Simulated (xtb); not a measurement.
C5H11Si, doublet, at a GFN2-xTB geometry; xtb with GFN-FF.

xtb was given this input:
```
$ xtb mol.xyz --gfnff --uhf 1 --json

# file mol.xyz
17

C      2.06786214     1.74813003    -0.40400846
C      0.94744866     1.17771277    -0.10424235
Si    -0.26267662    -0.19972994     0.05641011
C     -0.70919004    -0.37488162     1.90150174
C     -1.80525477     0.25556010    -0.96722848
C      0.42809799    -1.87456898    -0.57640950
H      2.24392170     2.80739708    -0.24657127
H      2.92197778     1.22572443    -0.83410363
H     -1.43197317    -1.17002222     2.05988663
H     -1.13933223     0.54240514     2.29074624
H      0.16790572    -0.60475005     2.49848666
H     -2.25043938     1.18136668    -0.61700064
H     -1.55643430     0.38754955    -2.01566091
H     -2.56445753    -0.51865903    -0.90469755
H      1.31483648    -2.16476627    -0.02132360
H     -0.30374718    -2.67051690    -0.47201190
H      0.70143109    -1.81122300    -1.62516930
```

Write the output that xtb gives for this input, abridged.


```
   ID    Z sym.   atoms
    1    6 C      1, 2, 4-6
    2   14 Si     3
    3    1 H      7-17

           -------------------------------------------------
          |                Calculation Setup                |
           -------------------------------------------------

          ==================== Thresholds ====================
          CN  :   150.00000
          rep :   500.00000
          disp:  2500.00000
          HB1 :   250.00000
          HB2 :   450.00000

          Pauling EN used:
          Z : 1  EN :  2.20
          Z : 6  EN :  2.55
          Z :14  EN :  1.90
          electric field strengths (au): 0.000

           -------------------------------------------------
          |           Force Field Initialization            |
           -------------------------------------------------

          distances ...
          ----------------------------------------
          generating topology and atomic info file ...
          pair mat ...
          computing topology distances matrix with Floyd-Warshall algo ...
          making topology EEQ charges ...
          #fragments for EEQ constrain: 1
          ----------------------------------------
          generating topology and atomic info file ...
          pair mat ...
          computing topology distances matrix with Floyd-Warshall algo ...
          making topology EEQ charges ...
          #fragments for EEQ constrain: 1
          rings ...
          # BATM   148
          # H in HB   2
          doing iterative Hueckel for 1 subsystem(s) ...

  atom   neighbors  erfCN metchar sp-hybrid imet pi  qest     coordinates
    1  C       3    2.78   0.00         2    0    1  -0.056    3.907693    3.303487   -0.763465
    2  C       2    1.92   0.00         1    0    1  -0.061    1.790418    2.225555   -0.196989
    3  Si      4    3.46   0.02         3    0    0   0.088   -0.496387   -0.377435    0.106600
    4  C       4    3.48   0.00         3    0    0  -0.074   -1.340175   -0.708424    3.593318
    5  C       4    3.48   0.00         3    0    0  -0.074   -3.411437    0.482939   -1.827797
    6  C       4    3.48   0.00         3    0    0  -0.074    0.808988   -3.542422   -1.089256
    7  H       1    0.97   0.00         0    0    0   0.027    4.240397    5.305212   -0.465952
    8  H       1    0.97   0.00         0    0    0   0.027    5.521738    2.316283   -1.576227
    9  H       1    0.97   0.00         0    0    0   0.022   -2.706037   -2.211022    3.892622
   10  H       1    0.97   0.00         0    0    0   0.022   -2.153026    1.024997    4.328883
   11  H       1    0.97   0.00         0    0    0   0.022    0.317296   -1.142812    4.721456
   12  H       1    0.97   0.00         0    0    0   0.022   -4.252714    2.232459   -1.165962
   13  H       1    0.97   0.00         0    0    0   0.022   -2.941235    0.732363   -3.809047
   14  H       1    0.97   0.00         0    0    0   0.022   -4.846122   -0.980124   -1.709631
   15  H       1    0.97   0.00         0    0    0   0.022    2.484681   -4.090815   -0.040296
   16  H       1    0.97   0.00         0    0    0   0.022   -0.573999   -5.046546   -0.891973
   17  H       1    0.97   0.00         0    0    0   0.022    1.325513   -3.422715   -3.071125

          #atoms :   17
          #bonds :   16
          #angl  :   28
          #tors  :   30
          #nmol  :   1
          #optfrag :   1
           -------------------------------------------------
          |                   G F N - F F                   |
          |          A general generic force-field          |
          |                  Version 1.0.3                  |
           -------------------------------------------------
          Number of HB bonds (bound hydrogen)     24
          Number of HB bonds (unbound hydrogen)   12
          Number of XB bonds                      0

         :::::::::::::::::::::::::::::::::::::::::::::::::::::
         ::                     SUMMARY                     ::
         :::::::::::::::::::::::::::::::::::::::::::::::::::::
         :: total energy              -2.542421977943 Eh    ::
         :: gradient norm              0.039567605014 Eh/a0 ::
         ::.................................................::
         :: bond energy               -2.642003083266 Eh    ::
         :: angle energy               0.007952316650 Eh    ::
         :: torsion energy             0.000002596534 Eh    ::
         :: repulsion energy           0.108371342517 Eh    ::
         :: electrostat energy        -0.007429806582 Eh    ::
         :: dispersion energy         -0.009369474035 Eh    ::
         :: HB energy                 -0.000000000003 Eh    ::
         :: XB energy                  0.000000000000 Eh    ::
         :: bonded atm energy          0.000054130242 Eh    ::
         :: external energy            0.000000000000 Eh    ::
         :: add. restraining           0.000000000000 Eh    ::
         :: total charge               0.000000000000 e     ::
         :::::::::::::::::::::::::::::::::::::::::::::::::::::

           -------------------------------------------------
          |                Property Printout                |
           -------------------------------------------------

molecular dipole:
                 x           y           z       tot (Debye)
 q only:       -0.082      -0.124       0.004       0.378

           -------------------------------------------------
          | TOTAL ENERGY               -2.542421977943 Eh   |
          | GRADIENT NORM               0.039567605014 Eh/α |
           -------------------------------------------------
########################################################################
[WARNING] Runtime exception occurred
-1- gfnff_setup: Could not read topology file.
########################################################################

normal termination of xtb
```
